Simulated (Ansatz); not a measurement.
Computed with Ansatz on PBE0-D4/def2-TZVP structures; ΔE is electronic, products minus reactants. CBS: MP2 limit from def2 TZ/QZ plus the TZ coupled-cluster correction, frozen cores. This one scheme is used for every species. Functionals use def2-TZVPP. HSE06 is defined as in plane-wave codes. For Ge outer-core shells are correlated without core-valence functions, which leaves a few kJ/mol of doubt a bond. Scalar relativity is left out up to krypton. One conformer a species, not always the lowest.

`[AlH2][NH][SiH3]` + `[Cl][GeH3]` → `[AlH2][NH][SiH2][GeH3]` + HCl  (formal exchange of groups at the Si–H bond)

| level | ΔE (kJ/mol) |
| --- | --- |
| revPBE-D4 | 45.3 |
| HSE06-D4 | 49.4 |
| r2SCANh | 56.3 |
| HF/def2-QZVPP | 86.4 |

Q: What does CCSD(T)/CBS give? (An estimate is asked.)

A: Computed: +53.1 kJ/mol. The listed levels differ from it by -7.8, -3.7, 3.2, 33.3 kJ/mol.

Largest T1 diagnostic among the species: 0.012.

From PBE to PBE0 (25 % exact exchange), in def2-TZVPP and without D4, ΔE moves by +5.3 kJ/mol. The D4 term adds −5.9 kJ/mol with B3LYP and −3.6 kJ/mol with PBE0; it sums over pairs of atoms, weighted by their polarisabilities, and B3LYP, whose exchange is more repulsive, gets the larger term.

B3LYP here is the variant with VWN-RPA as its local correlation; programs differ in this.
